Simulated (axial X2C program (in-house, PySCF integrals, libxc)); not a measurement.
**NaAu⁻: cheaper levels and CCSD(T), 2c**

All values were computed with an in-house all-electron X2C program for linear molecules (integrals from PySCF). Two-component (2c) means X2C with spin–orbit coupling and atomic mean-field two-electron Coulomb and Gaunt terms. Basis: Au dyall-acv3z [14s15p10d6f4g], Na dyall-av3z [10s9p5d2f] (cores contracted in-house); Gaussian nuclei, density fitting, unrestricted open shells. Masses: Au 196.967 u, Na 22.990 u.

State: Ω = 1/2 (⟨Sz⟩ = 0.50, ⟨Lz⟩ = 0.00 at HF); fragments Au- + Na.

```json
{"level": "PBE0", "Re (Å)": "2.775", "ωe (cm⁻¹)": "168.6", "De (eV)": "1.03"}
{"level": "HF", "Re (Å)": "2.899", "ωe (cm⁻¹)": "142.8", "De (eV)": "0.829"}
{"level": "MP2", "Re (Å)": "2.751", "ωe (cm⁻¹)": "187.0", "De (eV)": "1.07"}
{"level": "CCSD", "Re (Å)": "2.808", "ωe (cm⁻¹)": "167.4", "De (eV)": "1.02"}
{"level": "BLYP", "Re (Å)": "2.786", "ωe (cm⁻¹)": "165.3", "De (eV)": "0.916"}
```

Correlated methods: 13 electrons correlated (number of frozen shells: Au 5 s, 4 p, 2 d, 1 f; Na 2 s, 1 p), 345 virtual spin orbitals or spinors in MP2, 90 natural virtuals in coupled cluster.

CCSD(T), same Hamiltonian and basis:

Re = 2.806 Å, ωe = 169.4 cm⁻¹, De = 1.03 eV; T1 = 0.032 (Lee–Taylor normalisation).

(1) Give the differences from CCSD(T) in the columns below.

The state is a single determinant with fixed occupations, the lowest that a limited PBE0 search found. Dissociation energies refer to the lowest single-determinant-based atoms at the same level and basis. Density functionals use the spin component along the axis (collinear). CCSD and (T) use frozen natural virtuals with an MP2 correction for the truncation; (T) itself is uncorrected, so its De runs slightly low. The highest occupied level of some functionals is positive through self-interaction error; at Hartree–Fock it is bound. With the outer-core shells frozen, correlated bond lengths of heavy atoms tend to come out a few hundredths of an ångström too long. Hartree–Fock gets electron affinities wrong, so its lowest charge split need not be the true one.

Answers

(1) 

```tsv
level	ΔRe (Å)	Δωe (cm⁻¹)	ΔDe (eV)
PBE0	-0.031	-0.8	0.00
HF	0.093	-26.6	-0.20
MP2	-0.055	17.6	0.04
CCSD	0.002	-2.0	-0.01
BLYP	-0.020	-4.1	-0.11
```
